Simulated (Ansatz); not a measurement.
Reaction (formal exchange of groups at the Se–C bond): `[SeH]C1C[SiH2]1` + CH₃NH₂ → `NC[SeH]` + `C1C[SiH2]1`

Computed with Ansatz on PBE0-D4/def2-TZVP structures; ΔE is electronic, products minus reactants. CCSD(T)/CBS is the MP2 limit (def2-TZVPP, def2-QZVPP) plus CCSD(T) − MP2 in def2-TZVPP, frozen cores. Functionals use def2-TZVPP. B3LYP here is the variant with VWN-RPA as its local correlation; programs differ in this. For Se outer-core shells are correlated without core-valence functions, which leaves a few kJ/mol of doubt a bond. Scalar relativity is left out up to krypton. One conformer a species, not always the lowest.

```csv
level,ΔE (kJ/mol),difference from CCSD(T)/CBS
PBE-D4,1.0,-4.2
r2SCAN-D4,0.6,-4.6
PBE0-D4,2.4,-2.8
B3LYP-D4,2.8,-2.4
ωB97X-V,2.8,-2.4
PBE,-1.4,-6.6
r2SCAN,0.0,-5.2
B3LYP,-1.1,-6.3
SCS-MP2/def2-TZVPP,6.9,1.7
CCSD/def2-TZVPP,4.0,-1.2
CCSD(T)/def2-TZVPP,4.6,-0.6
HF/def2-QZVPP,2.4,-2.8
SCS-MP2/def2-QZVPP,7.4,2.2
HF/CBS(def2),2.4,-2.8
MP2/CBS(def2),8.4,3.2
CCSD/CBS(def2),4.7,-0.5
CCSD(T)/CBS,5.2,0
```

Largest T1 diagnostic among the species: 0.011.

The D4 term adds +3.9 kJ/mol with B3LYP and +2.2 kJ/mol with PBE0; it sums over pairs of atoms, weighted by their polarisabilities, and B3LYP, whose exchange is more repulsive, gets the larger term.
